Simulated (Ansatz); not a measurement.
Geometry optimisation, Ansatz, RKS PBE-D4/def2-TZVP.

Input file:

```yaml
crystal:
  periodic: [false, false, false]
  atoms:
    - { symbol: Ga, position_ang: [-0.486, 0.4777, 0.3261] }
    - { symbol: H, position_ang: [0.6136, 0.0603, -1.3155] }
    - { symbol: H, position_ang: [0.1616, 1.6489, 1.1098] }
    - { symbol: H, position_ang: [-1.9909, 0.2808, 0.003] }
    - { symbol: H, position_ang: [0.8648, -0.7161, -0.773] }
    - { symbol: Cl, position_ang: [0.837, -1.7515, 0.6496] }
basis:
  gaussian: { orbitals: def2-TZVP }
hamiltonian:
  xc: pbe
  dispersion: d4
relax:
  f_tol: 0.15
  max_steps: 25
  restrain:
    - { distance: [0, 5], at: 2.24, k: 30.0 }
    - { distance: [4, 1], at: 0.62, k: 30.0 }
    - { distance: [0, 1], at: 2.83, k: 30.0 }
    - { distance: [4, 5], at: 2.63, k: 30.0 }
```

Launched with:

```bash
$ ansatz run input.yaml --threads 2 --pin off --max-ram 3072MiB --backend cpu --events-out ev --progress --plain --runs-dir out
```

**Question.** Where does it end, and by what steps?

**Answer.** It converged. The restraints hold the end off the free minimum. After 7 steps the energy has fallen by 1.049 eV (the restraints' own energy left out); Cl6 moved furthest, 0.57 Å. Joined: H2–H5 (0.98 → 0.70 Å).

```tsv
step	energy less start (eV)	largest force component (eV/Å)	accepted
0	0.0000	1.148	yes
1	-0.3290	1.686	yes
2	-0.5571	3.022	yes
3	-0.8047	3.629	yes
4	-0.9812	2.417	yes
5	-1.0287	1.691	yes
6	-1.0584	1.555	yes
7	-1.0490	1.708	yes
```

```xyz
6
Properties=species:S:1:pos:R:3
Ga -0.549 0.303 0.694
H 0.862 0.037 -1.743
H 0.240 1.574 1.151
H -1.962 0.142 0.044
H 0.913 -0.441 -1.235
Cl 0.497 -1.614 1.090
```

Run time: 9.2 s on 2 threads of AMD EPYC 7R13 Processor (Zen 3), on a shared host, peak memory 0.19 GiB.
